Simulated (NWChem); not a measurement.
System meant: MoH2F4; SMILES [F][MoH2]([F])([F])[F]

Here is an NWChem input.

```
start job
memory heap 200 mb stack 900 mb global 1100 mb
geometry units angstroms noautoz
  Mo     0.000000     0.000000     0.148688
  F     -1.789319     0.127757    -0.261193
  F      0.013132     1.793841    -0.261159
  F      1.789319    -0.127757    -0.261193
  F     -0.013132    -1.793841    -0.261159
  H     -0.599579    -0.554239     1.577209
  H      0.599579     0.554239     1.577209
end
basis spherical
  * library def2-svp
end
ecp
  Mo library def2-ecp
end
dft
  xc pbe0
  iterations 4
  mulliken
end
task dft energy
```

End of the output:

```
    Atom       Charge   Shell Charges
 -----------   ------   -------------------------------------------------------
    1 Mo  14    13.68   0.00  0.98  0.93  0.33  0.13  5.66  0.92  0.26  2.98  1.30  0.17
    2 F    9     9.11   1.98  1.03  0.75  3.20  2.15  0.01
    3 F    9     9.11   1.98  1.03  0.75  3.20  2.15  0.01
    4 F    9     9.11   1.98  1.03  0.75  3.20  2.15  0.01
    5 F    9     9.11   1.98  1.03  0.75  3.20  2.15  0.01
    6 H    1     0.94   0.60  0.30  0.04
    7 H    1     0.94   0.60  0.30  0.04

 center of mass
 --------------
 x =   0.00000000 y =   0.00000000 z =  -0.02260805

 moments of inertia (a.u.)
 ------------------
         508.613360003200           0.000000000000           0.000000000000
           0.000000000000         457.595501342477           0.000000000000
           0.000000000000           0.000000000000         878.096276581147

     Multipole analysis of the density
     ---------------------------------

     L   x y z        total         alpha         beta         nuclear
     -   - - -        -----         -----         ----         -------
     0   0 0 0      0.000000    -26.000000    -26.000000     52.000000

     1   1 0 0      0.000000      0.000000      0.000000      0.000000
     1   0 1 0     -0.000000     -0.000000     -0.000000      0.000000
     1   0 0 1      0.483980      4.176704      4.176704     -7.869427

     2   2 0 0    -35.710165   -117.050930   -117.050930    198.391695
     2   1 1 0     -0.000000     -0.000000     -0.000000      0.000000
     2   1 0 1     -0.000000     -0.000000     -0.000000      0.000000
     2   0 2 0    -36.067232   -128.069556   -128.069556    220.071880
     2   0 1 1      0.000000      0.000000      0.000000      0.000000
     2   0 0 2    -29.333374    -28.486777    -28.486777     27.640181

 ------------------------------------------------------------------------
 dft energy failed                                                                                  0
 ------------------------------------------------------------------------
 ------------------------------------------------------------------------
  current input line :
    23: task dft energy
 ------------------------------------------------------------------------
 ------------------------------------------------------------------------
 This type of error is most commonly associated with calculations not reaching convergence criteria
 ------------------------------------------------------------------------
 For more information see the NWChem manual at https://nwchemgit.github.io

0:dft energy failed:Received an Error in Communication
```

Q: What is wrong, and how is it mended?

A: The run did not converge; its last values are not results. Cause: the SCF was allowed too few iterations. This input runs:
```
start job
memory heap 200 mb stack 900 mb global 1100 mb
geometry units angstroms noautoz
  Mo     0.000000     0.000000     0.148688
  F     -1.789319     0.127757    -0.261193
  F      0.013132     1.793841    -0.261159
  F      1.789319    -0.127757    -0.261193
  F     -0.013132    -1.793841    -0.261159
  H     -0.599579    -0.554239     1.577209
  H      0.599579     0.554239     1.577209
end
basis spherical
  * library def2-svp
end
ecp
  Mo library def2-ecp
end
dft
  xc pbe0
  iterations 150
  mulliken
end
task dft energy
```
It converges to -468.15224 Ha (PBE0/def2-SVP with def2 effective core potentials on Mo).
